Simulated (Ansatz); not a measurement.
A set of 12 reactions (ligand exchange), with CCSD(T)/CBS values in kJ/mol:

```tsv
reaction	ΔE
`C[SiH](F)Cl` + `BN` → `BN[SiH](C)Cl` + H–F	89.2
`BCCN` + `C=C=N` → `BN=C=C` + `CCN`	-125.3
`C[SiH2]C(C)S` + `OB[SiH3]` → `C[SiH2]OB[SiH3]` + `CCS`	-95.2
`[AlH2][SiH3]` + `O=CO` → `O=CO[SiH3]` + `[AlH3]`	-73.3
`N[SiH2][Se][SiH3]` + `N[Si](O)(F)F` → `N[SiH2]O[Si](N)(F)F` + `[SiH3][SeH]`	-49.7
`[AlH2]/[CH]=[CH]/[SnH3]` + `F/C=C\S` → `F/C=C/[S][AlH2]` + `C=[CH][SnH3]`	-100.3
`[SiH3]/C=C\CCl` + `[OH][Al]([SH])[Cl]` → `[SiH3][O][Al]([SH])[Cl]` + `C=CCCl`	-112.5
`F[SiH2]N[Si](F)(Cl)Cl` + `C=N` → `C=N[SiH2]F` + `N[Si](F)(Cl)Cl`	21.9
`N[Si](N)(N)O` + HCl → `N[Si](N)(O)Cl` + NH₃	-48.1
`NBC(N)[SiH3]` + H–F → `NBF` + `NC[SiH3]`	-124.4
`OB(O)SC(F)(F)F` + `[SiH3][TeH]` → `OB(O)[Te][SiH3]` + `FC(F)(F)S`	16.3
`[Cl][GeH2][Br]` + `F[Si](F)(S)Cl` → `F[Si](F)(Cl)[S][GeH2][Cl]` + HBr	24.7
```

Isolated molecules relaxed with PBE0-D4/def2-TZVP in Ansatz; ΔE leaves out vibrations. CCSD(T)/CBS is the MP2 limit (def2-TZVPP, def2-QZVPP) plus CCSD(T) − MP2 in def2-TZVPP, frozen cores. This one scheme is used for every species. Double bonds are as drawn, so ΔE can hold a change between cis and trans. Functionals use def2-TZVPP. B3LYP here is the variant with VWN-RPA as its local correlation; programs differ in this. Elements past krypton have def2 core potentials. For Br, Ge, Se, Sn, Te outer-core shells are correlated without core-valence functions, which leaves a few kJ/mol of doubt a bond. Scalar relativity is left out up to krypton. One conformer a species, not always the lowest.

(1) Give the mean, mean absolute and largest difference (level minus CCSD(T)/CBS, kJ/mol) for: r2SCAN-D4, PBE0-D4, B3LYP-D4, ωB97X-V, ωB97M-V, PBE, B3LYP, MP2/def2-TZVPP, SCS-MP2/def2-TZVPP, HF/def2-QZVPP, SCS-MP2/def2-QZVPP, HF/CBS(def2), MP2/CBS(def2), CCSD/CBS(def2). (An estimate is asked.)

The largest T1 diagnostic in the set is 0.017, for `BN=C=C` (customary mark 0.02).

CCSD(T)/CBS is a level of theory with its own doubt, and the functionals carry their triple-zeta basis error, so these figures describe this set and don't rank the functionals.

Answers

(1) The calculation gave: 
| level | mean | mean absolute | largest |
| --- | --- | --- | --- |
| r2SCAN-D4 | -0.1 | 5.6 | 10.6 |
| PBE0-D4 | 2.5 | 5.9 | 20.6 |
| B3LYP-D4 | -1.5 | 5.4 | -12.9 |
| ωB97X-V | 0.4 | 3.6 | -8.7 |
| ωB97M-V | -0.1 | 3.4 | 6.9 |
| PBE | 4.2 | 9.8 | 29.0 |
| B3LYP | -1.4 | 10.6 | -22.8 |
| MP2/def2-TZVPP | -1.6 | 2.5 | -8.6 |
| SCS-MP2/def2-TZVPP | -2.2 | 3.8 | -11.6 |
| HF/def2-QZVPP | -7.1 | 18.3 | -39.1 |
| SCS-MP2/def2-QZVPP | -2.7 | 3.8 | -12.8 |
| HF/CBS(def2) | -7.2 | 18.4 | -39.1 |
| MP2/CBS(def2) | -2.1 | 4.0 | -9.9 |
| CCSD/CBS(def2) | -0.6 | 2.8 | -4.7 |
